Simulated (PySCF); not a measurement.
Mean polarisability (bohr³) of eight silicon and germanium compounds: PBE beside HF, computed with PySCF for isolated molecules in the bases named; differences from unrounded values. The eight are the first of their class met in an unordered collection, after screening for sound electronic states; none was chosen by its value. Each molecule has one DFT geometry for both levels.

```csv
molecule,basis,HF
"B(GeH3)2(H) (BGe2H7), SMILES [GeH3][BH][GeH3]",def2-TZVP,75.4
"GeF₂ClBr, SMILES [F][Ge]([F])([Cl])[Br]",def2-TZVP,50.8
"Si(F)(Me)2(SH) (C2H7FSSi), SMILES C[Si](C)(F)S",def2-TZVP,62.5
"C2H8O2Si, SMILES [Si@@H](C)(O)CO",def2-TZVP,53.1
"CH3F3OSi, SMILES O[Si](F)(F)CF",def2-TZVP,33.5
"Si(H)(F)2(Et) (C2H6F2Si), SMILES F[SiH](CC)F",def2-TZVP,43.4
"CH₄ClFOSi₂, SMILES O=C([SiH2]F)[SiH2]Cl",def2-TZVP,69.2
"C3H7NSi, SMILES C(=CN)=C[SiH3]",def2-TZVP,74.0
```

Question: Estimate the PBE values and say how PBE differs from HF over the set. (An estimate is asked for; the answer gives what the named calculation found.)

Answer: 
```json
[
 {"molecule": "B(GeH3)2(H) (BGe2H7), SMILES [GeH3][BH][GeH3]", "PBE": "86.0", "difference": "10.5"},
 {"molecule": "GeF₂ClBr, SMILES [F][Ge]([F])([Cl])[Br]", "PBE": "58.1", "difference": "7.3"},
 {"molecule": "Si(F)(Me)2(SH) (C2H7FSSi), SMILES C[Si](C)(F)S", "PBE": "69.5", "difference": "7.1"},
 {"molecule": "C2H8O2Si, SMILES [Si@@H](C)(O)CO", "PBE": "60.5", "difference": "7.4"},
 {"molecule": "CH3F3OSi, SMILES O[Si](F)(F)CF", "PBE": "39.6", "difference": "6.1"},
 {"molecule": "Si(H)(F)2(Et) (C2H6F2Si), SMILES F[SiH](CC)F", "PBE": "49.1", "difference": "5.7"},
 {"molecule": "CH₄ClFOSi₂, SMILES O=C([SiH2]F)[SiH2]Cl", "PBE": "80.9", "difference": "11.7"},
 {"molecule": "C3H7NSi, SMILES C(=CN)=C[SiH3]", "PBE": "80.9", "difference": "6.9"}
]
```
PBE lies below HF in 0 and above it in 8 of the eight; the mean signed difference is 7.8 and the largest 11.7 bohr³.
